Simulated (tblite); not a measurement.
Compound: C8H6S.
SMILES: `s1cc2c(cccc2)c1`

Computed values, GFN2-xTB/tblite, gas phase, harmonic and unscaled. The method is semi-empirical: single wavenumbers can be off by several per cent or more.

Harmonic wavenumbers (cm⁻¹): 162.8, 209.9, 349.7, 365.3, 443.5, 468.3, 505.7, 551.7, 600.1, 678.3, 703.5, 707.9, 769.5, 822.8, 852.2, 865.6, 883.2, 900.7, 908.5, 922.0, 1050.5, 1104.7, 1142.9, 1147.5, 1175.8, 1221.9, 1334.3, 1351.5, 1401.7, 1445.4, 1529.9, 1530.0, 1615.5, 3073.7, 3077.8, 3086.0, 3093.1, 3166.0, 3166.2.

A = 3744, B = 1161, C = 886.3 MHz; mass 134.019 u (most abundant isotopes); point group C2v, symmetry number 2.

Question: Zero-point energy?

Answer: ½Σν̃ = 24193 cm⁻¹ = 289.41 kJ/mol.

Question: What is S at 200 K and 1 bar for an ideal gas of classical rigid rotors and harmonic oscillators?

Answer: Translation 161.64, rotation 109.81, vibration 25.33: S = 296.8 J/(mol K).

Question: And Cp and H(200 K) − H(0)?

Answer: Cp = 83.10 J/(mol K), of which vibrations give 49.84 (their classical limit is 39 R = 324.3); H(200 K) − H(0) = 10.13 kJ/mol without the zero-point energy, 3.48 from vibrations.

Question: What must be added to the electronic energy to get the Gibbs energy at 200 K and 1 bar?

Answer: ZPE + [H(200 K) − H(0)] − T·S = 289.41 + 10.13 − 59.36 = 240.18 kJ/mol.

Question: How do the functions run with temperature in this model?

Answer: 
| T (K) | S (J/(mol K)) | Cp (J/(mol K)) | H − H(0) (kJ/mol) | G − H(0) (kJ/mol) | ln q(vib) |
| --- | --- | --- | --- | --- | --- |
| 100 | 253.9 | 47.1 | 3.74 | -21.65 | 0.17 |
| 300 | 338.6 | 126.1 | 20.59 | -80.99 | 2.20 |
| 500 | 420.7 | 196.5 | 53.34 | -157.02 | 5.46 |
| 800 | 527.6 | 256.2 | 122.25 | -299.81 | 10.88 |
| 1000 | 587.4 | 279.8 | 175.99 | -411.45 | 14.40 |

q(vib) and H(0) count from the zero-point level.

Question: Which modes carry the vibrational entropy at 200 K?

Answer: 162.8 cm⁻¹: 7.46; 209.9 cm⁻¹: 5.64; 349.7 cm⁻¹: 2.54; 365.3 cm⁻¹: 2.32; 443.5 cm⁻¹: 1.49; 468.3 cm⁻¹: 1.29 J/(mol K); the other 33 give 4.59 together.

Hindered rotation and anharmonicity are outside this model.
